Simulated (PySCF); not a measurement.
Computed IR spectrum (relative IR intensity) of a molecule C4H3ClF2. Geometry: B3LYP-D3(BJ)/def2-SVP. One conformer was computed; it need not be the lowest. Computed with B3LYP-D3(BJ)/def2-SVP (PySCF). Frequencies are harmonic and unscaled.

Lines under 2 % of the strongest are left out, and lines within 2 cm⁻¹ are merged.

ν (cm⁻¹): 274 (w), 335 (vw), 381 (vw), 494 (w), 863 (w), 876 (m), 957 (w), 1016 (vs), 1190 (s), 1295 (s), 1378 (w), 1413 (m), 1736 (vs), 3186 (vw), 3214 (vw) (against the strongest line: vs over 80 %, s over 45 %, m over 15 %, w over 4 %, vw less)

Q: Which structure fits?
A) C#CC(F)(F)CCl
B) C=C(F)/C(Cl)=C\F
C) C#CCC(F)(F)Cl
D) C=C=C(Cl)C(F)F

A: B, C=C(F)/C(Cl)=C\F
